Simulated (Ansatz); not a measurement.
ClH3Ti (SMILES [Cl][TiH3]) moved off its minimum; all values from Ansatz (an electronic-structure program), cores frozen in correlated methods.
(charge 0, multiplicity 1)
```xyz
5

Ti     0.6610    -0.1641     0.3132
Cl    -0.8742     0.5730    -0.7006
H      2.0762     0.1733    -0.3443
H      0.4451     0.3287     1.7471
H      0.4181    -1.9583     0.6887
```

Question: Give the forces (eV/Å), the total energy and the dipole at CCSD(T)/def2-TZVPPD.

Answer: 
| atom | Fx | Fy | Fz |
|---|---|---|---|
| Ti1 | 2.710 | -4.631 | 1.413 |
| Cl2 | -4.117 | 2.024 | -2.801 |
| H3 | 1.560 | 0.501 | -0.747 |
| H4 | -0.283 | 1.102 | 2.502 |
| H5 | 0.130 | 1.005 | -0.367 |
Energy -1310.0204 hartree, dipole 1.05 D.
